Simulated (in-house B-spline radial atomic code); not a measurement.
RPA and G0W0 for Mo, [Kr] 4d5 5s1, highest spin, as one setting changes: the radius of a hard wall (bohr). Start: Hartree-Fock. A dash marks a level of low quasi-particle weight. Computed with a B-spline radial code for spherical atoms: all electrons, scalar-relativistic (spin-free one-electron X2C), finite nucleus, each spin shell either full or empty, empty states to l = 9 with an (l + 1/2)⁻⁴ tail; G0W0 by contour deformation at full frequency.

RPA overbinds a lone outer s electron by self-correlation, and G0W0 tends to as well.

```tsv
radius of a hard wall (bohr)	mean-field level (eV)	G0W0 level (eV)	RPA correlation (Eh)
2.5	59.47	5s up 56.87	-2.9308
3	?	?	?
3.5	10.149	5s up 8.348	-2.8732
4	2.635	5s up 1.025	-2.8632
5	-3.489	5s up -4.857	-2.8527
6	-5.450	5s up -6.659	-2.8468
8	?	?	?
12	-6.483	5s up -7.429	-2.8385
```

(1) What belongs in the row for 8?

(2) What belongs in the row for 3?

Answers

(1) mean-field level (eV): -6.363; G0W0 level (eV): 5s up -7.398; RPA correlation (Eh): -2.841.

(2) mean-field level (eV): 25.456; G0W0 level (eV): 5s up 23.357; RPA correlation (Eh): -2.8917.
